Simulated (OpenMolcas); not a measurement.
# Co2+: moving the ligands

Co2+ with 4 ligands (sulfide) in tetrahedral coordination (Td) at 2.36 Å. A charge of +1.5 e stands 2.8 Å behind each ligand. Ligand basis ANO-RCC-VDZP.
```
Co    0.0000    0.0000    0.0000
S     1.3625    1.3625    1.3625
S     1.3625   -1.3625   -1.3625
S    -1.3625    1.3625   -1.3625
S    -1.3625   -1.3625    1.3625
```

```yaml
Program: OpenMolcas
Method: "SS-CASPT2, IPEA 0.25 Eh, imaginary shift 0.1 Eh (closed shells correlated: 3s 3p and the ligand valence shells)"
Basis: ANO-RCC-VDZP [5s4p2d1f]
Scalar_Hamiltonian: DKH2, point nucleus
Active_space: 7 electrons in 5 orbitals (3d)
State_averaging: 2S+1 = 4 even, 10 roots; 2S+1 = 2 even, 40 roots
Spin-orbit_coupling: RASSI with atomic mean-field integrals over the reference wave functions
```

Runs around this geometry, states (labels of Td). Energies in cm-1 above the lowest state or level, χT in cm3 K/mol.

| R (Å) | Ground state | First state of that spin | First gap with spin-orbit (degeneracies) | χT at 300 K | First state of another spin |
| --- | --- | --- | --- | --- | --- |
| 2.21 | 4A2 | 4T2 900 | 940 (4, 4) | 4.034 | 2T1 11800 |
| 2.36 | 4A2 | 4T2 1070 | 1000 (4, 4) | 4.008 | 2T1 13780 |
| 2.41 | 4A2 | 4T2 630 | 700 (4, 4) | 4.405 | 2E 14160 |

Roots that are degenerate in the reference are averaged as groups; the widest CASPT2 spread within a group is 1300 cm-1 (the 2-fold group of multiplicity 2 near 48700 cm-1 above the lowest state of its run, R = 2.21). Shifts and gaps below about the spread of the groups concerned are not significant. Over all roots computed the reference weight is 0.66 to 0.70 in R = 2.21, 0.68 to 0.71 in R = 2.36, 0.69 to 0.71 in R = 2.41; a low but even weight reflects the number of correlated electrons. The sulfide ions are held by bare point charges, a crude embedding. A single d shell leaves out the double-shell effect, which counts most for late 3d ions, where the CASPT2 field can be off either way by tens of per cent. Ligand-to-metal charge-transfer states are missing. With oxide or sulfide held by bare charges the field of late divalent 3d ions can come out several times too small, and g and χT far too large. These CASPT2 states fit no ligand-field parameters well, so their order and spin gaps are uncertain. With no ligand orbital active B as a rule stays too high, so bands that hang on it stand too high and its fall with covalency is understated. With one d shell and no ligand orbital active, 10Dq can be off by tens of per cent for divalent 3d ions, low with halides held by bare charges and at times high in hosts, and the orbital part of g and χT goes as 1/10Dq. Free-ion shares, where given, are those of the reference states; single-state CASPT2 does not remix them. Spin-orbit coupling mixes the spin-free states strongly: the lowest level takes only 69 % from its leading state, 4A2 (holds for R = 2.41). No measured value stands beside these numbers; the geometry was imposed, not optimised, and the real ion may take another.
